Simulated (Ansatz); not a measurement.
C2H9BrN2Si (SMILES CC[Si](N)(N)Br), singlet, at a GFN2-xTB geometry; SC-NEVPT2/STO-3G, CASSCF(4,4) run with Ansatz (an electronic-structure program).

Input for Ansatz:
Ansatz 0.2 input:
```yaml
crystal:
  periodic: [false, false, false]
  atoms:
    - {symbol: C, position_ang: [1.96882697, -0.44970183, -1.80764892]}
    - {symbol: C, position_ang: [0.97681700, 0.69650767, -1.63681330]}
    - {symbol: Si, position_ang: [-0.52548418, 0.25765446, -0.56254334]}
    - {symbol: N, position_ang: [-1.40825843, -1.00729905, -1.31073072]}
    - {symbol: N, position_ang: [-1.69017930, 1.46258512, -0.19038566]}
    - {symbol: Br, position_ang: [0.27202522, -0.27266078, 1.47114327]}
    - {symbol: H, position_ang: [1.50482523, -1.28934328, -2.32177300]}
    - {symbol: H, position_ang: [2.32931348, -0.79684564, -0.84089743]}
    - {symbol: H, position_ang: [2.82871407, -0.12909895, -2.39321172]}
    - {symbol: H, position_ang: [0.63019811, 1.02103456, -2.61898092]}
    - {symbol: H, position_ang: [1.49908296, 1.54841694, -1.19541269]}
    - {symbol: H, position_ang: [-0.92166300, -1.79288453, -1.70677080]}
    - {symbol: H, position_ang: [-2.28136217, -1.29961808, -0.90455990]}
    - {symbol: H, position_ang: [-2.27420752, 1.81797352, -0.92634846]}
    - {symbol: H, position_ang: [-1.46380495, 2.18849315, 0.46813489]}
basis:
  gaussian:
    orbitals: STO-3G
magnetization: {spin_polarized: false}
correlation: {method: sc_nevpt2, electrons: all, active_space: {window: {electrons: 4, orbitals: 4}}}
```

Question: Write the output that Ansatz gives for this input, abridged.

Answer: 
```
Functional definition: HF
683 factors; integrals over basis functions are off by at most 3.8e-5 eV
mean field evaluation 1: about -82119.3919 eV, gradient 2.3e1 eV
mean field evaluation 2: about -82119.5918 eV, gradient 2.3e1 eV
mean field evaluation 4: about -82121.6420 eV, gradient 1.4e0 eV
mean field evaluation 8: about -82121.6521 eV, gradient 1.9e-2 eV
mean field -82121.65205900 eV, -3017.9150491133 hartree, gradient 2.3e-6 eV, S^2 0.000000; 0 other end points of the search recorded, 0 dependent functions left out
reference -82121.65205900 eV, -3017.9150491133 hartree; 42, 42 occupied and 14, 14 virtual orbitals, 683 factors
state -82122.52819873 eV, -3017.9472466544 hartree
state -82122.52819873 eV, -3017.9472466544 hartree; corrected -82128.20918113 eV, -3018.1560189071 hartree
state -82122.29917223 eV, -3017.9388300857 hartree
state -82122.29917223 eV, -3017.9388300857 hartree; corrected -82128.08701513 eV, -3018.1515293891 hartree
state -82122.52819873 eV, -3017.9472466544 hartree; corrected -82128.20918113 eV, -3018.1560189071 hartree
state -82122.25093284 eV, -3017.9370573209 hartree
state -82122.25093284 eV, -3017.9370573209 hartree; corrected -82128.08470003 eV, -3018.1514443109 hartree
state -82122.52819873 eV, -3017.9472466544 hartree; corrected -82128.20918113 eV, -3018.1560189071 hartree
2 active orbitals were swapped for others, from the solution at -82122.29914762 eV, -3017.9388291814 hartree to that at -82122.52819496 eV, -3017.9472465159 hartree; typed "places" are swapped only where nearly empty or full, and so, without "given_window_search", are "orbital_numbers", "shells" and a window whose orbitals a file names under [Active]
2 active orbitals were swapped for others, from the solution at -82122.43437426 eV, -3017.9437986687 hartree to that at -82122.52819496 eV, -3017.9472465159 hartree; typed "places" are swapped only where nearly empty or full, and so, without "given_window_search", are "orbital_numbers", "shells" and a window whose orbitals a file names under [Active]
Total energy: -82128.20918113 eV, -3018.1560189071 hartree
```
